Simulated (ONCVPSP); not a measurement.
**Pt: one change to an ONCV potential, before and after**

platinum (Pt), optimised norm-conserving Vanderbilt (ONCV), made with ONCVPSP 4.0.1 (LDA (Perdew-Zunger), fully relativistic). Core [Kr] 4d10, reference 4f13 5s2 5p6 5d10 6s1. Waves: 5s+6s: rc 1.55 bohr, ncon 4, nbas 7, qcut 7 1/bohr, 2 projectors; 5p: rc 1.85 bohr, ncon 3, nbas 6, qcut 7.8 1/bohr, 2 projectors, debl 1.2 Ha; 5d: rc 2.30 bohr, ncon 4, nbas 9, qcut 6.9 1/bohr, 2 projectors, debl 2.2 Ha; 4f: rc 0.80 bohr, ncon 3, nbas 8, qcut 19.2 1/bohr, 2 projectors, debl 3.1 Ha. Local part: polynomial inside 0.55 bohr (lpopt 5, dvloc0 0 Ha). Core correction: Teter function, fcfact 5, rcfact 1.7.

Open shells are filled in proportion to 2j + 1.

In the p channel the program set the typed energies aside and used -2.008, 0.250 Ha (j = l + 1/2; the other j can differ).

Change: s: qcut 6; p: qcut 6.7; d: qcut 5.9; f: qcut 16.5.

Cutoffs: the cutoffs (Ha) at which the residual kinetic energy of the hardest occupied pseudo-wave falls to 1 and 0.1 mHa per electron; they do not see the model core or the augmentation charge, which bear on the density cutoff. Errors are all-electron minus pseudo energies relative to the spin-unpolarised reference configuration.

**Question.** What does the change do?

**Answer.** Both files keep a bound ghost (d, p, s); of the 4 tests that both files solve, the error grows in 0 and shrinks in 4 by more than 15 % and 0.3 meV (median size 218.4 → 116.5 meV).

```csv
quantity,base,changed
"cutoffs, loose and tight","174 Ha, 365 Ha",not determined
bound ghosts,"s, p3/2, d5/2, p1/2, d3/2","s, p3/2, d5/2, p1/2, d3/2"
GHOST(+) flags under 300 eV,s at 192.2 eV,s at 176.8 eV
"error for 4f14 5s2 5p6 5d9 6s1, meV [ΔE -68.79 eV]",-318,-247
"error for 4f14 5s2 5p6 5d9 6s0, meV [ΔE -59.23 eV]",-171,-66
"error for 4f14 5s2 5p6 5d8 6s0, meV [ΔE -38.96 eV]",-265,-167
"error for 4f14 5s2 5p6 5d10 6s0, meV [ΔE -68.76 eV]",-125,-11
s: phases at 1.58 bohr within 0.05 rad from the reference energy up to (Ha; the scan ends near 5),to the end of the scan,to the end of the scan
p3/2: phases at 1.88 bohr within 0.05 rad from the reference energy up to (Ha; the scan ends near 5),to the end of the scan,to the end of the scan
p1/2: phases at 1.88 bohr within 0.05 rad from the reference energy up to (Ha; the scan ends near 5),to the end of the scan,to the end of the scan
d5/2: phases at 2.34 bohr within 0.05 rad from the reference energy up to (Ha; the scan ends near 5),to the end of the scan,to the end of the scan
d3/2: phases at 2.34 bohr within 0.05 rad from the reference energy up to (Ha; the scan ends near 5),to the end of the scan,to the end of the scan
f7/2: phases at 0.81 bohr within 0.05 rad from the reference energy up to (Ha; the scan ends near 5),to the end of the scan,to the end of the scan
f5/2: phases at 0.81 bohr within 0.05 rad from the reference energy up to (Ha; the scan ends near 5),to the end of the scan,to the end of the scan
"rms error of d²Exc/dni dnj with the model core, mHa",2.03,2.10
```

 A true bound ghost makes a file unfit for plane-wave use even where its test errors are small: the radial tests pick states by their node count and pass the ghost by.
